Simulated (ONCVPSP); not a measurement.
**Pt (Z = 78) ONCV: all-electron and pseudo phase curves**

platinum, optimised norm-conserving Vanderbilt (ONCV), made with ONCVPSP 4.0.1 (PBE, scalar-relativistic). Core [Xe] 4f14, reference 5d9 6s1. Waves: 6s: rc 2.65 bohr, ncon 3, nbas 6, qcut 3.1 1/bohr, 2 projectors, debl 1.6 Ha; p scattering state at 0.15 Ha: rc 2.65 bohr, ncon 5, nbas 9, qcut 3.7 1/bohr, 1 projector; 5d: rc 1.50 bohr, ncon 5, nbas 9, qcut 5.5 1/bohr, 3 projectors, debl 3.9 Ha. Local part: polynomial inside 1.20 bohr (lpopt 5, dvloc0 3 Ha). Core correction: none.

In the p channel the program set the typed energies aside and used 0.050 Ha.

The phase is arctan(r·R′/R) of the radial function R(r), unwrapped; energies in Ha, scanned from -2 to 5 Ha. A pole is an energy at which the radial function vanishes at the test radius. The pseudo phase is shifted by a multiple of π to meet the all-electron one at the reference energy, and phase errors are pseudo minus all-electron; the curves can meet again beyond the range given. Levels narrower than the energy grid can be missing from the lists of poles.

| channel | radius (bohr) | reference energy (Ha) | poles, all-electron | poles, pseudo | unbroken range about the reference energy with phases within 0.05 rad | phase error 1 Ha above the reference energy (rad) |
| --- | --- | --- | --- | --- | --- | --- |
| s | 2.68 | -0.21 | 0.70, 4.99 | 0.70, 3.95 | below 2.3 | -0.000 |
| p | 2.68 | 0.05 | 1.50 | 1.28, 3.96 | -1.9 to 1.4 | -0.029 |
| d | 1.52 | -0.23 | 2.03 | 2.03 | the whole range | -0.000 |

Note: ghosts flagged at negative energy: s at -144.5 eV, p at -58.5 eV; no localised positive-energy state flagged. A true bound ghost makes a file unfit for plane-wave use.

Phases in the p channel:

| E (Ha) | all-electron | pseudo |
| --- | --- | --- |
| -1.98 | 1.408 | 1.339 |
| -1.80 | 1.340 | 1.315 |
| -1.62 | 1.310 | 1.293 |
| -1.44 | 1.281 | 1.267 |
| -1.26 | 1.248 | 1.236 |
| -1.08 | 1.207 | 1.195 |
| -0.90 | 1.152 | 1.141 |
| -0.72 | 1.073 | 1.062 |
| -0.54 | 0.951 | 0.940 |
| -0.36 | 0.742 | 0.731 |
| -0.18 | 0.355 | 0.349 |
| 0.00 | -0.250 | -0.251 |
| 0.18 | -0.783 | -0.785 |
| 0.36 | -1.087 | -1.094 |
| 0.54 | -1.255 | -1.267 |
| 0.72 | -1.359 | -1.376 |
| 0.90 | -1.429 | -1.452 |
| 1.08 | -1.482 | -1.512 |
| 1.26 | -1.524 | -1.564 |
| 1.44 | -1.559 | -1.616 |
| 1.62 | -1.591 | -1.674 |
| 1.80 | -1.621 | -1.753 |
| 1.98 | -1.653 | -1.889 |
| 2.16 | -1.687 | -2.235 |
| 2.34 | -1.727 | -3.374 |
| 2.52 | -1.779 | -4.182 |
| 2.70 | -1.851 | -4.416 |
| 2.88 | -1.966 | -4.518 |
| 3.06 | -2.184 | -4.577 |
| 3.24 | -2.679 | -4.617 |
| 3.42 | -3.527 | -4.647 |
| 3.60 | -4.064 | -4.672 |
| 3.78 | -4.298 | -4.693 |
| 3.96 | -4.418 | -4.712 |
| 4.14 | -4.489 | -4.730 |
| 4.32 | -4.538 | -4.749 |
| 4.50 | -4.573 | -4.768 |
| 4.68 | -4.600 | -4.788 |
| 4.86 | -4.622 | -4.812 |
